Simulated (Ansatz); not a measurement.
Mulliken charges of CH6AlBTe, SMILES `CB[Te][AlH2]` from PBE/def2-TZVPP in Ansatz (PBE0-D4/def2-TZVP geometry).

| atom | x (Å) | y (Å) | z (Å) | charge (e) |
| --- | --- | --- | --- | --- |
| C1 | -0.990 | -0.007 | -1.094 | -0.297 |
| B2 | -0.462 | -1.311 | -0.444 | -0.074 |
| Te3 | 0.990 | -1.506 | 1.136 | -0.032 |
| Al4 | 1.504 | 0.933 | 1.595 | 0.271 |
| H5 | -0.602 | 0.931 | -0.697 | 0.100 |
| H6 | -0.778 | -0.046 | -2.170 | 0.109 |
| H7 | -2.085 | 0.007 | -1.025 | 0.109 |
| H8 | -0.857 | -2.378 | -0.816 | 0.027 |
| H9 | 2.572 | 1.230 | 2.725 | -0.102 |
| H10 | 0.791 | 2.097 | 0.794 | -0.110 |

Problem. By hand: the dipole of these point charges (1 e Å = 4.8032 D).

Solution. Σ q r = (-0.041, 0.069, -0.052) e Å, of length 0.096 e Å = 0.46 D.

Problem. How does the dipole of the full density compare? (Best estimate.)

Solution. Computed: (-0.091, 0.145, -0.109) e Å, 0.97 D; the point charges give 0.47 times that, at 1° from its direction.

Point charges leave out the atoms' own dipoles, such as those of lone pairs, and Mulliken's split depends on the basis, so the two needn't agree.
